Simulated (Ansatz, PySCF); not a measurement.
Zn(SMe)(SeH) (CH4SSeZn), SMILES C[S][Zn][SeH]. Atoms are numbered in the order given.

```xyz
8

Zn    -0.0452    -0.1596    -0.2594
S     -1.0862    -0.3605    -2.1593
C     -2.3689    -1.5867    -1.7124
H     -1.9359    -2.5465    -1.3984
H     -2.9621    -1.7622    -2.6208
H     -3.0460    -1.2151    -0.9308
Se     1.0527     0.0428     1.7395
H      0.1653     1.1504     2.1347
```
Charge 0, spin multiplicity 1.

The structure is a stationary point at PBE0-D3(BJ)/def2-SVP. The structure was generated by enumeration; whether it is a known compound was not checked. The values are those of a single conformer.

Two levels are set side by side: PBE-D3(BJ)/def2-SVP (Ansatz, a program for electronic structure) and PBE0-D3(BJ)/def2-SVP (Ansatz). Each level has its own optimised geometry; the coordinates shown are those of the second. Frequencies come from the Hessian of PySCF at each geometry. Differences are taken from unrounded values.

```
quantity                            PBE0-D3(BJ)
----------------------------------  -----------
mean bond length (Å)                      1.581
bond Zn1–S2 (Å)                           2.176
bond Zn1–Se7 (Å)                          2.290
bond S2–C3 (Å)                            1.830
bond C3–H4 (Å)                            1.099
bond C3–H5 (Å)                            1.099
bond C3–H6 (Å)                            1.099
bond Se7–H8 (Å)                           1.473
highest harmonic wavenumber (cm⁻¹)         3178
mean harmonic wavenumber (cm⁻¹)            1141
zero-point energy (kcal/mol)              29.35
```

What does PBE-D3(BJ) give, and how far is it from PBE0-D3(BJ)? (The exact figures need the calculation; the answer reports its results.)


| quantity | PBE-D3(BJ) | PBE-D3(BJ) minus PBE0-D3(BJ) |
|---|---|---|
| mean bond length (Å) | 1.591 | 0.010 |
| bond Zn1–S2 (Å) | 2.182 | 0.007 |
| bond Zn1–Se7 (Å) | 2.298 | 0.008 |
| bond S2–C3 (Å) | 1.846 | 0.016 |
| bond C3–H4 (Å) | 1.107 | 0.008 |
| bond C3–H5 (Å) | 1.107 | 0.008 |
| bond C3–H6 (Å) | 1.107 | 0.008 |
| bond Se7–H8 (Å) | 1.488 | 0.014 |
| highest harmonic wavenumber (cm⁻¹) | 3086 | -93 |
| mean harmonic wavenumber (cm⁻¹) | 1103 | -38 |
| zero-point energy (kcal/mol) | 28.38 | -0.97 |

Exact exchange shortens and stiffens bonds; PBE has none. Differences between two approximate levels are no errors against the true value.
